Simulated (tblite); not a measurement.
Compound: C4H9Br.
Bonds: C1–C2, C2–C3, C2–C4, C4–Br5. Hydrogens: H6, H7, H8 on C1; H9 on C2; H10, H11, H12 on C3; H13, H14 on C4.

Computed with GFN2-xTB (tblite), gas phase: L-BFGS steps from a force-field or distance-geometry start until the largest atomic force falls under 0.01 eV/Å.

Step 4: E = -468.9749 eV
```
atom  x, y, z in Å  |  force x, y, z in eV/Å
C1     -1.2229   -0.8092    0.0349    0.037   0.143  -0.015
C2      0.0316    0.0107    0.3556    0.020  -0.112   0.048
C3     -0.0922    1.5277    0.1575   -0.060  -0.248  -0.040
C4      1.2181   -0.4883   -0.4520   -0.026   0.086  -0.033
Br5     1.6110   -2.3320    0.0325    0.252  -0.076  -0.054
H6     -1.6713   -1.1658    0.9511   -0.209  -0.032   0.138
H7     -1.9621   -0.2434   -0.5134   -0.102   0.183  -0.123
H8     -0.9660   -1.6775   -0.5565   -0.025  -0.170  -0.124
H9      0.2761   -0.1771    1.4001    0.030   0.041   0.237
H10    -1.1199    1.8361    0.0395   -0.244   0.025   0.084
H11     0.4447    1.8409   -0.7270    0.093   0.089  -0.233
H12     0.3312    2.0379    1.0093    0.065   0.219   0.136
H13     1.0251   -0.4745   -1.5244   -0.020  -0.023  -0.009
H14     2.0959    0.1140   -0.2293    0.190  -0.124  -0.012
```

Step 5: E = -468.9867 eV
```
atom  x, y, z in Å  |  force x, y, z in eV/Å
C1     -1.2227   -0.8045    0.0359   -0.122  -0.059  -0.044
C2      0.0328    0.0093    0.3582    0.063  -0.104   0.124
C3     -0.0915    1.5241    0.1634   -0.051   0.031  -0.107
C4      1.2175   -0.4912   -0.4516    0.046   0.075  -0.010
Br5     1.6286   -2.3346    0.0298    0.174  -0.050  -0.068
H6     -1.6803   -1.1694    0.9494   -0.135   0.062   0.051
H7     -1.9627   -0.2405   -0.5186   -0.032   0.171  -0.053
H8     -0.9761   -1.6793   -0.5574    0.018  -0.069  -0.066
H9      0.2759   -0.1697    1.4056    0.030  -0.024   0.194
H10    -1.1213    1.8342    0.0373   -0.163  -0.018   0.157
H11     0.4360    1.8403   -0.7305    0.096   0.047  -0.118
H12     0.3341    2.0499    1.0142   -0.030   0.054  -0.058
H13     1.0269   -0.4711   -1.5238   -0.054  -0.060  -0.020
H14     2.1023    0.1019   -0.2340    0.162  -0.055   0.019
```

Task: Estimate the geometry and energy of step 6. (The exact step hangs on the optimiser's Hessian estimate; all steps are aligned on step 5, rigid shifts and turns removed.)

Result: E = -468.9938 eV, largest force 0.202 eV/Å
```
atom  x, y, z in Å  |  force x, y, z in eV/Å
C1     -1.2247   -0.8031    0.0358   -0.149  -0.126  -0.039
C2      0.0342    0.0068    0.3617    0.045  -0.048   0.123
C3     -0.0920    1.5228    0.1646   -0.035   0.148  -0.103
C4      1.2182   -0.4916   -0.4515    0.081   0.027   0.020
Br5     1.6415   -2.3369    0.0270    0.124  -0.019  -0.079
H6     -1.6878   -1.1701    0.9492   -0.087   0.109  -0.027
H7     -1.9635   -0.2357   -0.5224    0.037   0.126   0.004
H8     -0.9814   -1.6814   -0.5590    0.018   0.009  -0.016
H9      0.2764   -0.1661    1.4122    0.017  -0.053   0.119
H10    -1.1250    1.8328    0.0391   -0.071  -0.051   0.173
H11     0.4328    1.8408   -0.7344    0.051   0.005  -0.021
H12     0.3350    2.0574    1.0156   -0.084  -0.044  -0.178
H13     1.0268   -0.4704   -1.5238   -0.064  -0.067  -0.002
H14     2.1089    0.0942   -0.2362    0.118  -0.015   0.025
```

The energy changes by -0.0071 eV. The first-order estimate −F·Δx gives -0.0095 eV and the mean of the old and new forces, exact on a quadratic surface, -0.0071 eV. The step makes an angle of 48° with the force vector and moves no atom by more than 0.013 Å.

The cost below is that of the whole relaxation. Hardware: one thread of an Intel Xeon 6975P-C, shared host with 192 logical CPUs at a one-minute load of 90. Cost: 0.25 s.
